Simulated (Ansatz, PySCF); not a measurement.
The pair A = CH4O (SMILES CO) (first 6 atoms), B = CH2O (SMILES C=O); geometry from B3LYP-D3(BJ)/def2-TZVP.
(charge 0, multiplicity 1):
```xyz
10

C      0.3107    -0.5600     0.2502
O     -0.3733     0.6218     0.6630
H      0.8571    -0.4036    -0.6845
H     -0.4510    -1.3199     0.0829
H      1.0027    -0.9150     1.0196
H      0.2790     1.3190     0.7897
C     -0.4571     0.2176     3.3571
O      0.6988     0.0207     3.6211
H     -0.9094     1.2253     3.4062
H     -1.1449    -0.5983     3.0709
```

Rows in 6-31G* carry no dispersion term and start afresh at each structure (6-31G* with six Cartesian d functions).

The values were computed with Ansatz (Gaussian basis) for Hartree–Fock, density functionals and correlated methods; PySCF for 6-31G* rows. Values without a source in brackets are computed.

Total energies (hartree), monomers frozen at their geometry in the pair:

```csv
structure,HF/6-31G*,B3LYP/6-31G*,B3LYP/def2-TZVPPD
AB,-228.9046406,-230.2210238,-230.3392653
A in the pair's basis,-115.0360538,-115.7166653,-115.7804987
B in the pair's basis,-113.8662845,-114.5013748,-114.5559597
A,-115.0345053,-115.7141817,-115.7804467
B,-113.8654221,-114.5003809,-114.5559050
```

### Question
Work out the interaction energy without and with the counterpoise correction, and the superposition error, for each level.

### Answer

E(AB) − E(A) − E(B), times 627.509 kcal/mol, with the monomers in their own basis and then in the pair's basis:
- HF/6-31G*: -2.96 uncorrected, -1.44 corrected; the monomers gain 1.51 kcal/mol from borrowed functions
- B3LYP/6-31G*: -4.05 uncorrected, -1.87 corrected; the monomers gain 2.18 kcal/mol from borrowed functions
- B3LYP/def2-TZVPPD: -1.83 uncorrected, -1.76 corrected; the monomers gain 0.07 kcal/mol from borrowed functions

Ansatz is a program for electronic structure.
